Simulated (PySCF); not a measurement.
Electron correlation in Al³⁺ (aluminium, charge +3)

[Ne], closed-shell 1S. Calculation: PySCF 2.14, in x2c-QZVPPall with one added diffuse shell each of s, p, d, f type (10s7p5d3f1g, 86 functions); the spin-free X2C one-electron Hamiltonian (Gaussian nucleus). Frozen: 1s2; 8 electrons correlated.

| level | correlation energy (mhartree) |
| --- | --- |
| CCSD | -154.35 |
| (T) | -0.99 |
| CCSD(T) | -155.34 |

Diagnostics: T1 = 0.0029, D1 = 0.0046, largest double amplitude 0.010.

Cost of the coupled-cluster step: of the order of 5 core-seconds, for 8 correlated electrons.

Iterations:

```
CC2 = 0
CCSD nocc = 4, nmo = 85
frozen orbitals [0]
max_cycle = 100
direct = 0
conv_tol = 1e-08
conv_tol_normt = 1e-06
diis_space = 8
diis_start_cycle = 0
Init t2, MP2 energy = -240.585982689444  E_corr(MP2) -0.151506859015222
Init E_corr(CCSD) = -0.151506859015233
cycle = 1  E_corr(CCSD) = -0.153390431372962  dE = -0.00188357236  norm(t1,t2) = 0.00826564
cycle = 2  E_corr(CCSD) = -0.154242851378053  dE = -0.000852420005  norm(t1,t2) = 0.00106964
cycle = 3  E_corr(CCSD) = -0.154332823745386  dE = -8.99723673e-05  norm(t1,t2) = 0.000257628
cycle = 4  E_corr(CCSD) = -0.154346638369209  dE = -1.38146238e-05  norm(t1,t2) = 2.45606e-05
cycle = 5  E_corr(CCSD) = -0.154346134114566  dE = 5.04254644e-07  norm(t1,t2) = 2.07288e-06
cycle = 6  E_corr(CCSD) = -0.154346112087404  dE = 2.20271615e-08  norm(t1,t2) = 2.13061e-07
cycle = 7  E_corr(CCSD) = -0.154346113230041  dE = -1.14263723e-09  norm(t1,t2) = 2.17532e-08
CCSD converged
E(CCSD) = -240.5888219436591  E_corr = -0.1543461132300414
CCSD(T) correction = -0.000988809828668447
```

This basis was not built for core-valence correlation, so the inner-shell part is incomplete.
